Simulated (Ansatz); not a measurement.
MoFH5, SMILES [MoH5][F], multiplicity 1. Atoms are numbered in the order given.

```xyz
7

Mo     0.0000     0.0000    -0.1361
F      0.0000     0.0000    -2.0823
H      0.9864     0.9864     0.7700
H      0.0000     0.0000     1.5332
H     -0.9864    -0.9864     0.7700
H     -0.9864     0.9864     0.7700
H      0.9864    -0.9864     0.7700
```
Charge 0, spin multiplicity 1.

Coordinates come from a B3LYP-D3(BJ)/def2-TZVP optimisation. The multiplicity is an assumed one; other spin states were not compared. The def2 effective core potentials stand for the cores of Mo; spin–orbit coupling is left out.

Two levels are set side by side: PBE-D3(BJ)/def2-TZVP (Ansatz, a quantum-chemistry and plane-wave program) and B3LYP-D3(BJ)/def2-TZVP (Ansatz). Each level has its own optimised geometry; the coordinates shown are those of the second. Differences are taken from unrounded values.

```tsv
quantity	B3LYP-D3(BJ)
mean bond length (Å)	1.712
bond Mo1–F2 (Å)	1.946
bond Mo1–H3 (Å)	1.663
bond Mo1–H4 (Å)	1.669
bond Mo1–H5 (Å)	1.663
bond Mo1–H6 (Å)	1.663
bond Mo1–H7 (Å)	1.663
```

Q: What does PBE-D3(BJ) give, and how far is it from B3LYP-D3(BJ)? (The exact figures need the calculation; the answer reports its results.)

A: 
```json
[
 {"quantity": "mean bond length (Å)", "PBE-D3(BJ)": "1.718", "PBE-D3(BJ) minus B3LYP-D3(BJ)": "0.007"},
 {"quantity": "bond Mo1–F2 (Å)", "PBE-D3(BJ)": "1.945", "PBE-D3(BJ) minus B3LYP-D3(BJ)": "-0.001"},
 {"quantity": "bond Mo1–H3 (Å)", "PBE-D3(BJ)": "1.671", "PBE-D3(BJ) minus B3LYP-D3(BJ)": "0.007"},
 {"quantity": "bond Mo1–H4 (Å)", "PBE-D3(BJ)": "1.681", "PBE-D3(BJ) minus B3LYP-D3(BJ)": "0.011"},
 {"quantity": "bond Mo1–H5 (Å)", "PBE-D3(BJ)": "1.671", "PBE-D3(BJ) minus B3LYP-D3(BJ)": "0.007"},
 {"quantity": "bond Mo1–H6 (Å)", "PBE-D3(BJ)": "1.671", "PBE-D3(BJ) minus B3LYP-D3(BJ)": "0.007"},
 {"quantity": "bond Mo1–H7 (Å)", "PBE-D3(BJ)": "1.671", "PBE-D3(BJ) minus B3LYP-D3(BJ)": "0.007"}
]
```

Exact exchange shortens and stiffens bonds; PBE has none. Differences between two approximate levels are no errors against the true value.
